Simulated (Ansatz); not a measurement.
Computed with Ansatz on PBE0-D4/def2-TZVP structures; ΔE is electronic, products minus reactants. CCSD(T)/CBS is the MP2 limit (def2-TZVPP, def2-QZVPP) plus CCSD(T) − MP2 in def2-TZVPP, frozen cores. One conformer a species, not always the lowest.

Consider the redistribution: `O[SiH2][SiH](O)[SiH3]` + `N[SiH](F)Cl` → `O[SiH]([SiH3])Cl` + `N[SiH](F)[SiH2]O`.

```tsv
level	ΔE (kJ/mol)
MP2/def2-TZVPP	7.5
MP2/CBS(def2)	7.0
```

(1) What does CCSD(T)/CBS give? (Best estimate.)

Largest T1 diagnostic among the species: 0.013.

## Answers

(1) Computed: +6.9 kJ/mol. The listed levels differ from it by 0.6, 0.1 kJ/mol.
